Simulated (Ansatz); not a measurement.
Si(CCH)(F)3 (C₂HF₃Si), SMILES C#C[Si](F)(F)F.

Coordinates come from a B3LYP-D3(BJ)/def2-SVP optimisation.

Two levels are set side by side: PBE/def2-SVPD (Ansatz, a first-principles code) and CAM-B3LYP/def2-SVPD (Ansatz). Energy differences of separate SCF runs at the same geometry; the states with an electron removed or added have multiplicity 2 and 2. Differences are taken from unrounded values.

| quantity | CAM-B3LYP | PBE | PBE minus CAM-B3LYP |
|---|---|---|---|
| vertical ionisation energy (eV) | 12.06 | 11.84 | -0.22 |
| vertical singlet–triplet gap (eV) | 5.10 | 5.15 | 0.04 |

Here PBE gives about what the other level gives.
